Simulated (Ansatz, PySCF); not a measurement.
SiHClBr2, SMILES Cl[SiH](Br)Br.

Coordinates come from a B3LYP-D3(BJ)/def2-SVP optimisation.

Vertical ionisation energy (IE) and electron affinity (EA) in eV. Rows of orbital energies are one-electron estimates. Where ΔSCF, EOM or ADC give a negative EA the extra electron is unbound and the value depends on the basis.

```tsv
level	IE	EA
−ε(HOMO), −ε(LUMO), PBE0/def2-TZVP (PySCF)	8.73	1.05
−ε(HOMO), −ε(LUMO), PBE/def2-TZVP (PySCF)	7.44	1.95
ΔSCF, CAM-B3LYP/def2-SVPD (Ansatz), final states of multiplicity 2 and 2	11.03	-0.38
ΔSCF, PBE/def2-SVPD (Ansatz), final states of multiplicity 2 and 2	10.29	-0.13
```

Problem. What vertical singlet–triplet gap does ΔSCF give with CAM-B3LYP/def2-SVPD (Ansatz, an electronic-structure program) and with PBE/def2-SVPD (Ansatz)? (The exact figures need the calculation; the answer reports its results.)

Solution. 6.15 and 5.39 eV (triplet above singlet where positive).
